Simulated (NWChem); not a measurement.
System: SiH₂O, singlet; SMILES O[SiH]

The following NWChem deck was run.

```
start job
memory heap 200 mb stack 900 mb global 1100 mb
geometry units angstroms noautosym nocenter noautoz
  Si     0.146437    -0.641242     0.000000
  H     -1.412173    -0.856142     0.000000
  O      0.140619     1.048875     0.000000
  H     -0.729962     1.489000     0.000000
end
basis spherical
  * library 6-31g*
end
dft
  xc b3lyp
  iterations 150
end
property
  response 1 0.0
end
task dft property
```

Low-valent species are run as closed-shell singlets; no triplet was tried in these runs. All runs use the structure optimised with PBE-D3(BJ)/def2-SVP. B3LYP is NWChem's, with the RPA form of VWN correlation.

Static field.

**Question.** Predict the main results of this run. (B3LYP/6-31G* (spherical d).) Quantities: basis functions; isotropic polarisability (bohr³); anisotropy (bohr³).

**Answer.** 
```yaml
number_of_basis_functions: 36
isotropic polarisability (bohr³): 28.1
anisotropy (bohr³): 8.0
```
